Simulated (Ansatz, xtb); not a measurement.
# Relative energy of two isomers of C5H6FNO

We compare I, `N#C[C@@H]1CO[C@@H](F)C1`, a singlet, with II, `N#C[C@@H]1CCO[C@H]1F`, a singlet. Both are isolated molecules in the gas phase, relaxed with PBE-D3(BJ)/def2-SVP; each stands in its lowest conformer found.

Quicker runs give these differences E(II) − E(I): GFN2-xTB +0.62 kcal/mol; HF/STO-3G +1.06 kcal/mol (at GFN2-xTB geometries); r2SCAN-D4/def2-SVP −0.44 kcal/mol (at GFN2-xTB geometries).

**Question.** Which of the two would you expect CCSD(T)/def2-SVP + ΔMP2/def2-TZVPP electronic energies to favour?

**Answer.** CCSD(T)/def2-SVP + ΔMP2/def2-TZVPP gives E(II) − E(I) = +0.48 kcal/mol, slightly favouring structure I, which is too small a margin to settle the true order.

How the difference moves with the method:

| level | geometry | E(II) − E(I) (kcal/mol) | departure from the last row (kcal/mol) | job, with rough time for the two |
| --- | --- | --- | --- | --- |
| GFN2-xTB | GFN2-xTB | +0.62 | +0.15 | optimisation, 0.23 s |
| HF/STO-3G | GFN2-xTB | +1.06 | +0.58 | single point, 0.62 s |
| r2SCAN-D4/def2-SVP | GFN2-xTB | −0.44 | −0.92 | single point, 7.8 s |
| PBE-D3(BJ)/def2-SVP | PBE-D3(BJ)/def2-SVP | +0.40 | −0.08 | optimisation, 65 s |
| HF/def2-SVP | PBE-D3(BJ)/def2-SVP | +1.03 | +0.56 | part of the CCSD(T) run |
| MP2/def2-SVP | PBE-D3(BJ)/def2-SVP | −0.06 | −0.53 | part of the CCSD(T) run |
| CCSD(T)/def2-SVP | PBE-D3(BJ)/def2-SVP | +0.04 | −0.44 | single point |
| CCSD(T)/def2-SVP + ΔMP2/def2-TZVPP | PBE-D3(BJ)/def2-SVP | +0.48 |  | single point, 3.2 min |

As drawn, both hold the same kinds of bond in the same numbers.

The largest departure from CCSD(T)/def2-SVP + ΔMP2/def2-TZVPP is that of r2SCAN-D4/def2-SVP, 0.92 kcal/mol. No reliable frequencies are at hand for I, so it isn't confirmed as a minimum. The last row adds to CCSD(T) the change of the MP2 difference between the two basis sets, here +0.44 kcal/mol.

The correlated steps freeze 8 core orbitals. Run with Ansatz 0.2.0, xtb 6.7.1; the last row on 2 threads of Arm Neoverse V2 on a shared host.
